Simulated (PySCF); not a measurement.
# ECD: SMILES CO[C@@H]1[CH2][GeH2][C@H]1F, C$_{4}$H$_{9}$FGeO

Geometry:
```csv
atom,x (Å),y (Å),z (Å)
C1,-2.427,0.070,0.258
O2,-1.249,0.840,0.291
C3,-0.078,0.078,0.422
C4,1.142,0.984,0.665
Ge5,2.263,-0.204,-0.460
C6,0.363,-0.683,-0.847
F7,0.000,-2.014,-0.837
H8,-2.543,-0.512,1.180
H9,-2.436,-0.620,-0.593
H10,-3.252,0.773,0.163
H11,-0.192,-0.655,1.234
H12,0.963,1.949,0.193
H13,1.363,1.150,1.716
H14,3.118,0.372,-1.560
H15,3.026,-1.279,0.259
H16,-0.071,-0.241,-1.748
```

The calculation used TDDFT LC-wPBE/aug-cc-pVDZ circular dichroism and optical rotation, one conformer, gas phase (PySCF 2.14.0). Geometry: GFN2-xTB.

The molecule is flexible and this is one conformer; a measurement averages over conformers. The calculation is non-relativistic, which matters for the atoms heavier than Zn.

(1) Assign R or S to each stereocentre.

(2) Which excitations and rotatory strengths does the calculation give?

Results:

(1) C3 R, C6 R.

(2) Rotatory strengths R in 10⁻⁴⁰ esu² cm², velocity form and length form (origin at the centre of mass); f in length form.
| state | E (eV) | λ (nm) | f | R (velocity) | R (length) | main |
| --- | --- | --- | --- | --- | --- | --- |
| 1 | 6.96 | 178 | 0.050 | +1.5 | +1.8 | HOMO→LUMO+1 0.41, HOMO→LUMO+12 0.15 |
| 2 | 7.25 | 171 | 0.005 | -9.9 | -9.8 | HOMO→LUMO+2 0.29, HOMO→LUMO 0.27 |
| 3 | 7.54 | 164 | 0.052 | +29.3 | +30.0 | HOMO→LUMO+3 0.18, HOMO→LUMO 0.11 |
| 4 | 7.66 | 162 | 0.029 | -64.2 | -65.3 | HOMO−1→LUMO+1 0.18, HOMO−1→LUMO+12 0.11 |
| 5 | 7.68 | 161 | 0.017 | +13.4 | +13.1 | HOMO−1→LUMO+1 0.15, HOMO→LUMO+2 0.12 |
| 6 | 7.74 | 160 | 0.087 | -8.0 | -8.0 | HOMO→LUMO+3 0.32 |
| 7 | 7.97 | 156 | 0.005 | +4.4 | +5.8 | HOMO→LUMO+6 0.10, HOMO−1→LUMO+11 0.10 |
| 8 | 8.11 | 153 | 0.064 | +4.5 | +4.4 | HOMO→LUMO+4 0.16, HOMO→LUMO 0.15 |

Among the states computed, the strongest CD band (largest |R|) is state 4. The largest dissymmetry factor in size, g = 4R/(D+G), with D and G the electric and magnetic dipole strengths, is -0.026 for state 4 (velocity form, f = 0.029), among bands with |R| over 0.5. The mirror image has the same energies and oscillator strengths and all R with the opposite sign.
